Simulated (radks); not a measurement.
The numbers below are computed, except where a source is named.
Question: Isoelectronic series with 61 electrons, each ion in its NIST ground configuration. Code: a radial shooting solver on a logarithmic mesh with Libxc functionals. Model: scalar-relativistic Kohn-Sham, r2SCAN, spin-polarised, spherical densities, finite nucleus; open shells are filled with parallel spins first (spin-orbit coupling, left out, can overturn this in heavy ions); meta-GGA in the generalised Kohn-Sham scheme; Fermi nuclear charge, rms radius of each element as measured or else 0.836 A^(1/3) + 0.57 fm. Total energies (hartree) and orbital eigenvalues (Ry) (* marks an orbital that is empty in some or all of the ions):

| ion | configuration | E (hartree) | 4f up | 5p down* |
|---|---|---|---|---|
| Pm | [Xe] 4f5 6s2 | -10021.2526 | -0.24325 | -1.63523 |
| Sm+ | [Xe] 4f6 6s1 | -10427.7322 | -0.72684 | -2.09143 |
| Eu2+ | [Xe] 4f7 | -10844.2279 | -1.30359 | -2.65761 |
| Tb4+ | [Xe] 4f7 | -11706.5599 | -4.19737 | -4.95929 |
| Dy5+ | [Kr] 4d10 4f8 5s2 5p5 | -12151.7899 | -5.48202 | -6.10060 |
| Ho6+ | [Kr] 4d10 4f9 5s2 5p4 | -12607.2407 | -6.83819 | -7.27426 |
| Er7+ | [Kr] 4d10 4f10 5s2 5p3 | -13072.9526 | -8.26478 | -8.48083 |
| Tm8+ | [Kr] 4d10 4f11 5s2 5p2 | -13548.8158 | -9.74750 | -9.94630 |
| Yb9+ | [Kr] 4d10 4f12 5s2 5p1 | -14035.1377 | -11.29681 | -11.47857 |
| Lu10+ | [Kr] 4d10 4f12 5s2 5p1 | -14532.2288 | -13.53301 | -13.20260 |

Estimate the row of Gd3+ ([Xe] 4f7).

Answer: E (hartree) -11270.4977; 4f up -2.64213; 5p down* -3.74403.
